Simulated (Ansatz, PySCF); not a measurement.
In(OH)(NH2)2 (H5InN2O), SMILES [NH2][In]([NH2])[OH]. Atoms are numbered in the order given.

```xyz
9

In    -0.0168    -0.0123     0.0004
O      1.7395    -0.7691    -0.5978
H      2.0621    -0.3591    -1.4073
N     -0.5133    -0.4974     1.9062
H     -0.0517    -1.3346     2.2537
H     -1.5059    -0.5693     2.1133
N     -0.9382     1.3807    -1.1651
H     -1.9226     1.5375    -0.9625
H     -0.8444     1.2368    -2.1677
```

Geometry: PBE0-D3(BJ)/def2-SVP. The structure was generated by enumeration; whether it is a known compound was not checked. The def2 effective core potentials stand for the cores of In; spin–orbit coupling is left out. The values are those of a single conformer.

Two levels are set side by side: PBE-D3(BJ)/def2-SVP (Ansatz, a program for electronic structure) and PBE0-D3(BJ)/def2-SVP (Ansatz). Each level has its own optimised geometry; the coordinates shown are those of the second. Frequencies come from the Hessian of PySCF at each geometry. Differences are taken from unrounded values.

```
quantity                            PBE0-D3(BJ)
----------------------------------  -----------
mean bond length (Å)                      1.387
bond In1–O2 (Å)                           2.004
bond In1–N4 (Å)                           2.028
bond In1–N7 (Å)                           2.037
bond O2–H3 (Å)                            0.963
bond N4–H5 (Å)                            1.017
bond N4–H6 (Å)                            1.016
bond N7–H8 (Å)                            1.017
bond N7–H9 (Å)                            1.017
highest harmonic wavenumber (cm⁻¹)         3904
mean harmonic wavenumber (cm⁻¹)            1311
zero-point energy (kcal/mol)              39.36
```

### Question
What does PBE-D3(BJ) give, and how far is it from PBE0-D3(BJ)? (Estimate from the structure and the level; the computed values follow.)

### Answer

```json
[
 {"quantity": "mean bond length (Å)", "PBE-D3(BJ)": "1.408", "PBE-D3(BJ) minus PBE0-D3(BJ)": "0.021"},
 {"quantity": "bond In1–O2 (Å)", "PBE-D3(BJ)": "2.032", "PBE-D3(BJ) minus PBE0-D3(BJ)": "0.028"},
 {"quantity": "bond In1–N4 (Å)", "PBE-D3(BJ)": "2.065", "PBE-D3(BJ) minus PBE0-D3(BJ)": "0.036"},
 {"quantity": "bond In1–N7 (Å)", "PBE-D3(BJ)": "2.075", "PBE-D3(BJ) minus PBE0-D3(BJ)": "0.038"},
 {"quantity": "bond O2–H3 (Å)", "PBE-D3(BJ)": "0.976", "PBE-D3(BJ) minus PBE0-D3(BJ)": "0.013"},
 {"quantity": "bond N4–H5 (Å)", "PBE-D3(BJ)": "1.030", "PBE-D3(BJ) minus PBE0-D3(BJ)": "0.012"},
 {"quantity": "bond N4–H6 (Å)", "PBE-D3(BJ)": "1.029", "PBE-D3(BJ) minus PBE0-D3(BJ)": "0.012"},
 {"quantity": "bond N7–H8 (Å)", "PBE-D3(BJ)": "1.030", "PBE-D3(BJ) minus PBE0-D3(BJ)": "0.013"},
 {"quantity": "bond N7–H9 (Å)", "PBE-D3(BJ)": "1.030", "PBE-D3(BJ) minus PBE0-D3(BJ)": "0.013"},
 {"quantity": "highest harmonic wavenumber (cm⁻¹)", "PBE-D3(BJ)": "3714", "PBE-D3(BJ) minus PBE0-D3(BJ)": "-190"},
 {"quantity": "mean harmonic wavenumber (cm⁻¹)", "PBE-D3(BJ)": "1265", "PBE-D3(BJ) minus PBE0-D3(BJ)": "-46"},
 {"quantity": "zero-point energy (kcal/mol)", "PBE-D3(BJ)": "37.97", "PBE-D3(BJ) minus PBE0-D3(BJ)": "-1.39"}
]
```

GGA bonds tend to be longer and softer than those of functionals with exact exchange. Differences between two approximate levels are no errors against the true value.
